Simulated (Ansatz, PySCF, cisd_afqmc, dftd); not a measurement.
Species: BeF2, charge 0, singlet. BeF2 (SMILES [F][Be][F]).
B3LYP-D3(BJ)/def2-TZVP minimum from Ansatz (an electronic-structure program):
```
Be
F 1 1.3812
F 1 1.3812 2 180.00
```

Quantity: enthalpy of formation at 298 K (by atomisation, with ideal-gas terms from PySCF's Hessian at B3LYP-D3(BJ)/def2-TZVP and the atoms' measured values of the G2/97 table; no spin-orbit terms), in kJ/mol. UHF or UKS for unpaired electrons; spin-orbit terms are left out. Correlated methods leave the cores frozen. No relativity. AFQMC/CISD: phaseless, guided by CISD from CCSD amplitudes; bars are statistical, one sigma. Outlying blocks are dropped, and bars are widened where a walk drifts. Over all cases where full CI ran beside it in this data, AFQMC minus full CI had a median of +0.1 mEh and passed +0.4 mEh in a tenth of the cases. CBS(X,Y): correlation extrapolated as X^-3, Hartree-Fock from the larger set. A bracket is a step between two methods taken in the basis named. For partners of very few electrons the exact lower level stands in for a higher one. The restricted determinant of Be ([Be], singlet) is unstable towards broken spin symmetry in at least one set run.

| level | program | enthalpy of formation at 298 K (kJ/mol) | difference against the last row |
|---|---|---|---|
| HF/def2-SVP | Ansatz | -462.5 | 325.0 |
| PBE0-D3(BJ)/def2-TZVPD | Ansatz + dftd3 | -759.3 | 28.2 |
| MP2/def2-SVP | Ansatz | -744.9 | 42.6 |
| MP2/def2-TZVPP | Ansatz | -809.1 | -21.6 |
| AFQMC/CISD/def2-SVP | cisd_afqmc | -644.0 ± 1.9 | 143.5 |
| CCSD(T)/CBS(def2-TZVPP,def2-QZVPP) + [AFQMC/CISD - CCSD(T)]/def2-SVP | Ansatz + cisd_afqmc | -790.1 ± 1.9 | -2.6 |
| CCSD(T)/CBS(def2-TZVPP,def2-QZVPP) + [CCSDT(Q) - CCSD(T)]/def2-TZVPP + [CCSDTQ - CCSDT(Q)]/def2-SVP | Ansatz | -787.5 | 0.0 |
